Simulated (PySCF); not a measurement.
A side-by-side comparison of computed properties.

First species: C₅H₈FNO.
SMILES: `[C@H](C)(OCCC#N)F`

Second species: C8H8.
Structure used (GFN2-xTB), in Å, numbered top down from 1:
```xyz
16
C8H8 angstrom
C     -0.571    0.485   -1.392
C      0.106   -0.658   -1.504
C      0.110   -1.384   -0.236
C      0.659   -0.681    1.042
C      1.159    0.688    0.942
C      0.222    1.498    0.448
C     -1.001    0.712    0.038
C     -0.802   -0.650    0.703
H     -0.700    1.235   -2.152
H      0.596   -1.027   -2.388
H      0.198   -2.461   -0.238
H      1.070   -1.345    1.789
H      2.157    0.968    1.233
H      0.326    2.546    0.230
H     -1.962    1.199    0.184
H     -1.574   -1.118    1.292
```

Levels: wB97X-D/def2-SVPD for HOMO energy, LUMO energy, HOMO–LUMO gap and static isotropic polarisability; TDDFT wB97X-D/def2-SVPD for lowest singlet excitation; TDA wB97X-D/def2-SVPD for lowest triplet excitation (Tamm–Dancoff). Geometries: GFN2-xTB. Each species is one conformer at its optimised geometry, gas phase, non-relativistic unless stated. Electronic properties by PySCF.

The conformers computed, where there is a choice (atom-mapped SMILES and torsion angles):
- `[CH3:1][C@H:2]([F:3])[O:4][CH2:5][CH2:6][C:7]#[N:8]`: C1–C2–O4–C5 -176°, C2–O4–C5–C6 177°, O4–C5–C6–C7 179°

The conformers of `C1=CC2C3C=CC1C23` aren't listed.

Values for the first species:

* HOMO energy: -10.85 eV
* LUMO energy: 2.02 eV
* HOMO–LUMO gap: 12.87 eV
* Lowest singlet excitation: 7.91 eV
* Lowest triplet excitation (Tamm–Dancoff): 6.63 eV
* Static isotropic polarisability: 69.9 au

**Question.** Estimate the same properties for the second species, and the change in each.

**Answer.** 
```json
{"property": "HOMO energy", "first": "-10.85 eV", "second": "-8.24 eV", "second less first": "+2.61 eV"}
{"property": "LUMO energy", "first": "2.02 eV", "second": "1.83 eV", "second less first": "-0.19 eV"}
{"property": "HOMO–LUMO gap", "first": "12.87 eV", "second": "10.07 eV", "second less first": "-2.80 eV"}
{"property": "lowest singlet excitation", "first": "7.91 eV", "second": "5.75 eV", "second less first": "-2.16 eV"}
{"property": "lowest triplet excitation (Tamm–Dancoff)", "first": "6.63 eV", "second": "3.99 eV", "second less first": "-2.64 eV"}
{"property": "static isotropic polarisability", "first": "69.9 au", "second": "79.1 au", "second less first": "+9.2 au"}
```

On the first: The vertical singlet–triplet gap S1 − T1 is 1.28 eV (TDDFT singlet less Tamm–Dancoff triplet). The principal polarisabilities are 57.4, 61.5 and 90.8 au; their mean is the isotropic value.

On the second: The principal polarisabilities are 68.4, 81.9 and 86.8 au; their mean is the isotropic value. S1 lies 4.32 eV below the HOMO–LUMO gap; its leading configuration is HOMO→LUMO, weight 0.94.
